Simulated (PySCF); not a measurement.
Mapped SMILES: `[CH3:1][CH:2]([CH3:3])[BH:4][PH2:5]`. Hydrogens are named by the atom that carries them.

Geometry: PBE0-D3(BJ)/def2-SVP; GIAO absolute shieldings from PySCF 2.14.0 with density-fitted response routines, gas phase, non-relativistic, averaged over equivalent atoms.

At KT2/pcSseg-1 (142 basis functions, 16 s wall time on 1 thread of an Arm Neoverse V2, shared host):
```
      atoms  σ (ppm)
         C2    150.7
      C1/C3    163.6
         B4     15.6
         P5    495.9
      H(B4)    23.36
      H(P5)    27.87
      H(C2)    29.34
H(C1)/H(C3)    30.19
```

Predict the values at PBE0/cc-pVTZ on the same geometry.

Answers


```tsv
atoms	σ at PBE0/cc-pVTZ	change
C2	156.7	+6.0
C1/C3	168.6	+5.0
B4	12.4	-3.2
P5	499.1	+3.2
H(B4)	23.19	-0.17
H(P5)	28.04	+0.17
H(C2)	29.30	-0.04
H(C1)/H(C3)	30.32	+0.13
```

The largest change is at C2 (sp3 CH bonded to B). Cost: 294 basis functions, 77 s wall time on 1 thread of an Arm Neoverse N1, shared host.

A carbon bonded to boron is broadened by the quadrupolar boron nucleus and is often missing from a measured spectrum.
